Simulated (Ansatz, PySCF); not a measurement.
Cl₃Re, SMILES [Cl][Re]([Cl])[Cl] (connectivity only; charge and spin as stated), neutral, multiplicity 5. Atoms are numbered in the order given.

```xyz
4

Re     0.0000     0.0000    -0.1084
Cl     0.0000     1.6587     1.4430
Cl     0.0000     0.0000    -2.3870
Cl     0.0000    -1.6587     1.4430
```
Charge 0, spin multiplicity 5.

The structure is a stationary point at PBE0-D3(BJ)/def2-SVP. The spin state was assumed, not searched. The def2 effective core potentials stand for the cores of Re; spin–orbit coupling is left out.

Two levels are set side by side: PBE-D3(BJ)/def2-SVP (Ansatz, a program for electronic structure) and PBE0-D3(BJ)/def2-SVP (Ansatz). Each level has its own optimised geometry; the coordinates shown are those of the second. Frequencies come from the Hessian of PySCF at each geometry. Differences are taken from unrounded values.

```json
[
 {"quantity": "mean bond length (Å)", "PBE0-D3(BJ)": "2.274"},
 {"quantity": "bond Re1–Cl2 (Å)", "PBE0-D3(BJ)": "2.271"},
 {"quantity": "bond Re1–Cl3 (Å)", "PBE0-D3(BJ)": "2.279"},
 {"quantity": "bond Re1–Cl4 (Å)", "PBE0-D3(BJ)": "2.271"},
 {"quantity": "highest harmonic wavenumber (cm⁻¹)", "PBE0-D3(BJ)": "402"},
 {"quantity": "mean harmonic wavenumber (cm⁻¹)", "PBE0-D3(BJ)": "238"},
 {"quantity": "zero-point energy (kcal/mol)", "PBE0-D3(BJ)": "2.04"}
]
```

What does PBE-D3(BJ) give, and how far is it from PBE0-D3(BJ)? (An estimate is asked for; the answer gives what the named calculation found.)


| quantity | PBE-D3(BJ) | PBE-D3(BJ) minus PBE0-D3(BJ) |
|---|---|---|
| mean bond length (Å) | 2.284 | 0.010 |
| bond Re1–Cl2 (Å) | 2.284 | 0.013 |
| bond Re1–Cl3 (Å) | 2.283 | 0.005 |
| bond Re1–Cl4 (Å) | 2.284 | 0.013 |
| highest harmonic wavenumber (cm⁻¹) | 389 | -14 |
| mean harmonic wavenumber (cm⁻¹) | 232 | -6 |
| zero-point energy (kcal/mol) | 1.99 | -0.05 |

GGA bonds tend to be longer and softer than those of functionals with exact exchange. Differences between two approximate levels are no errors against the true value.
